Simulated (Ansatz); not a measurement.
`[CH3][GaH][Cl]` + `CB(N)Cl` → `CNB(C)Cl` + `[Cl][GaH2]`  (substitution at a C–Ga bond)

Isolated molecules relaxed with PBE0-D4/def2-TZVP in Ansatz; ΔE leaves out vibrations. CBS: MP2 limit from def2 TZ/QZ plus the TZ coupled-cluster correction, frozen cores. This one scheme is used for every species. DFT in def2-TZVPP. For Ga outer-core shells are correlated without core-valence functions, which leaves a few kJ/mol of doubt a bond. Scalar relativity is left out up to krypton. Each species was taken in one conformer, which may not be the lowest.

```
         species  B2PLYP energy (Eh)
`[CH3][GaH][Cl]`         -2425.11556
       `CB(N)Cl`          -580.84842
      `CNB(C)Cl`          -620.12567
    `[Cl][GaH2]`         -2385.81045
```

Problem. Work out ΔE.

Solution. ΔE = (-620.12567) + (-2385.81045) − (-2425.11556) − (-580.84842) = 0.02786 Eh = +17.5 kcal/mol. CCSD(T)/CBS gives +18.1 kcal/mol.

Largest T1 diagnostic among the species: 0.012.

In def2-TZVPP, CCSD(T) changes the Hartree–Fock value by +1.4 kcal/mol (the triples alone add +0.0 kcal/mol) and MP2 by +2.6 kcal/mol. Leaving LDA and LC-ωPBE aside and taking each functional with its dispersion term where it has one, the values, not all of them listed here, spread over 1.8 kcal/mol, from B97M-V to r2SCAN-D4. LDA lies −1.7 kcal/mol from PBE without D4.
